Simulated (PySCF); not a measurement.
This PySCF input asks for the NMR shieldings of SMILES [Si@@H]1(C(=C)C)CC[SiH2]P1, C$_{5}$H$_{13}$PSi$_{2}$; the geometry comes from PBE0-D3(BJ)/def2-SVP.

```python
import basis_set_exchange as bse
import numpy as np
from pyscf import gto, dft
from pyscf.prop import nmr

atoms = """
C    -2.191181    1.689518    0.766695
C    -1.915816    0.536657    0.141284
C    -2.887497   -0.610332    0.113477
Si   -0.263210    0.282815   -0.718932
C     0.676314   -1.191394    0.036144
C     2.182135   -1.066521   -0.224487
Si    2.736064    0.670336    0.296365
P     1.120277    2.080346   -0.456747
H    -1.481710    2.523426    0.781299
H    -3.144624    1.843221    1.288396
H    -2.456317   -1.512480    0.580115
H    -3.144795   -0.888739   -0.922590
H    -3.821896   -0.368187    0.643662
H    -0.483519    0.039933   -2.182593
H     0.267735   -2.144805   -0.340547
H     0.473495   -1.174517    1.122572
H     2.762308   -1.843424    0.302644
H     2.403026   -1.182564   -1.300272
H     4.077516    1.056873   -0.238538
H     2.766711    0.763591    1.789708
H     1.586192    2.019864   -1.807911
"""
names = dict.fromkeys(["C", "Si", "P", "H"], "pcSseg-1")
basis = {el: gto.basis.parse(bse.get_basis(n, elements=[el], fmt="nwchem")) for el, n in names.items()}
mol = gto.M(atom=atoms, basis=basis, charge=0, verbose=0)
mf = dft.RKS(mol, xc="CAM-B3LYP")
mf.grids.level = 2
mf.grids.alignment = dft.numint.BLKSIZE   # the property module wants whole blocks of grid points
mf.conv_tol = 1e-9
mf.kernel()

calc = nmr.RKS(mf)   # GIAO
C = mf.mo_coeff
Co = C[:, mf.mo_occ > 0]
resp = mf.gen_response(singlet=True, hermi=2)
def vind(x):   # induced exchange potential for any number of trial vectors
    d = np.einsum("pi,xij,qj->xpq", C, 2 * x.reshape(-1, C.shape[1], Co.shape[1]), Co, optimize=True)
    return np.einsum("xpq,pi,qj->xij", resp(d - d.transpose(0, 2, 1)), C, Co, optimize=True).ravel()
mo1, _ = nmr.rhf.solve_mo1(calc, with_cphf=vind)
sigma = calc.kernel(mo1)
for i, s in enumerate(sigma):   # ppm
    w = np.linalg.eigvalsh((s + s.T) / 2)
    print("%2d %-2s iso %8.1f  s11 %8.1f  s22 %8.1f  s33 %8.1f" % (i, mol.atom_pure_symbol(i), w.mean(), *w))
```

Task: What are the results?

Result: 
```
 0 C  iso     41.7  s11    -76.6  s22     60.5  s33    141.1
 1 C  iso     27.8  s11    -95.1  s22      3.3  s33    175.3
 2 C  iso    157.2  s11    142.9  s22    144.9  s33    183.8
 3 Si iso    333.2  s11    232.6  s22    379.2  s33    387.8
 4 C  iso    170.9  s11    162.0  s22    168.6  s33    182.1
 5 C  iso    170.4  s11    156.9  s22    170.2  s33    183.9
 6 Si iso    365.7  s11    283.3  s22    382.9  s33    430.8
 7 P  iso    636.8  s11    573.1  s22    631.7  s33    705.6
 8 H  iso     25.1  s11     21.7  s22     23.2  s33     30.3
 9 H  iso     25.4  s11     22.6  s22     24.4  s33     29.1
10 H  iso     29.5  s11     24.6  s22     30.1  s33     33.7
11 H  iso     29.4  s11     25.3  s22     28.1  s33     34.6
12 H  iso     29.4  s11     25.3  s22     27.7  s33     35.1
13 H  iso     26.7  s11     23.3  s22     25.0  s33     31.8
14 H  iso     29.9  s11     23.8  s22     28.8  s33     37.1
15 H  iso     31.1  s11     26.4  s22     29.8  s33     37.2
16 H  iso     30.0  s11     24.2  s22     27.5  s33     38.4
17 H  iso     30.9  s11     26.6  s22     28.2  s33     38.0
18 H  iso     26.8  s11     22.8  s22     24.4  s33     33.1
19 H  iso     27.4  s11     23.4  s22     25.1  s33     33.6
20 H  iso     30.9  s11     25.6  s22     26.5  s33     40.6
```

These numbers come from an equivalent density-fitted implementation of the same equations, which agrees with the script to about 0.01 ppm for H and up to a few tenths of a ppm for heavy atoms, so last digits may differ.

Size and cost of the density-fitted run: 222 basis functions, 100 s wall time on 1 thread of an Arm Neoverse N1, shared host.
